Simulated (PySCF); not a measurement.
Species: [GeH3]- (charge -1).
Hydrogens: H2, H3, H4 on Ge1.

A GFN2-xTB structure was refined with PySCF 2.14.0, PBE0-D3(BJ)/def2-SVP geometry optimisation, gas phase. Its GFN2-xTB values:

| coordinate | GFN2-xTB |
| --- | --- |
| Ge1–H2 | 1.752 Å |
| Ge1–H4 | 1.756 Å |
| H2–Ge1–H3 | 89.1° |

Task: How do these coordinates change at the PBE0-D3(BJ)/def2-SVP level?

Result: 
```csv
coordinate,PBE0-D3(BJ)/def2-SVP (Å or °),change
Ge1–H4,1.620,-0.136
Ge1–H2,1.620,-0.132
H2–Ge1–H3,92.3,+3.2
```

The energy falls by 25.1 kJ/mol over 4 energy and gradient evaluations, the largest force component goes from 0.0427 to 8.1e-05 Eh/bohr, and the atoms move by 0.085 Å rms after alignment. The bond that changes most is Ge1–H4 (ends: germanium bonded to 3 H; hydrogen on germanium), which shortens by 0.136 Å. Bonds longer at the end by more than 0.005 Å: 0 of 3; shorter: 3. Rotational constants go from 82972, 82472, 82343 to 99386, 99372, 91849 MHz.

The run used 47 basis functions and 23 SCF cycles in all.

PBE0-D3(BJ)/def2-SVP frequencies: not computed here.
